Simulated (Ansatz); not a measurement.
`[SiH3][O][Ge][Cl]` + `N#CO` → `N#CO[SiH3]` + `[OH][Ge][Cl]` at 500 K and 1 bar (ligand exchange at the Si–O bond).

Computed with Ansatz on PBE0-D4/def2-TZVP structures; ΔE is electronic, products minus reactants. CBS: MP2 limit from def2 TZ/QZ plus the TZ coupled-cluster correction, frozen cores. This one scheme is used for every species. For Ge outer-core shells are correlated without core-valence functions, which leaves a few kJ/mol of doubt a bond. Scalar relativity is left out up to krypton. One conformer a species, not always the lowest.

```csv
species,CCSD(T)/CBS energy (Eh),H − E (kJ/mol),S (J/(mol·K))
`[SiH3][O][Ge][Cl]`,-2902.05095,120.4,404.8
`N#CO`,-168.48100,78.6,266.9
`N#CO[SiH3]`,-458.79584,134.0,348.2
`[OH][Ge][Cl]`,-2611.73425,64.8,325.3
```

H − E and S are ideal-gas, rigid-rotor, harmonic terms from PBE0-D4/def2-TZVP, for one conformer and one mirror image of each species. 1 Eh = 2625.50 kJ/mol, R = 8.31446 J/(mol·K).

Problem. By hand: ΔE, ΔH, ΔS and ΔG.

Solution. ΔE = (-458.79584) + (-2611.73425) − (-2902.05095) − (-168.48100) = 0.00186 Eh = 4.9 kJ/mol. Δ(H − E) = 134.0 + 64.8 − 120.4 − 78.6 = -0.2, so ΔH = 4.7 kJ/mol. ΔS = 348.2 + 325.3 − 404.8 − 266.9 = 1.8 J/(mol·K). ΔG = 4.7 − 500 × (1.8)/1000 = 3.8 kJ/mol.

Problem. By hand: the equilibrium constant, and the temperature at which ΔG would vanish if ΔH and ΔS stayed fixed.

Solution. log₁₀ K = −ΔG/(RT ln 10) = -0.4. ΔG = 0 at ΔH/ΔS = 2611 K, far beyond where these terms or the molecules hold.

The number of gas molecules stays the same, so ΔS is small and ΔH decides. The sign of ΔG lies within the doubt. A doubt of 5 kJ/mol in ΔE shifts log₁₀ K by 0.5 here. Other conformers and mirror images would add mixing entropy, several J/(mol·K) or more a flexible species. These are equilibria of isolated gas molecules and say nothing of rates. Largest T1 diagnostic: 0.014 (customary marks: 0.02 for closed shells, 0.045 for open ones).
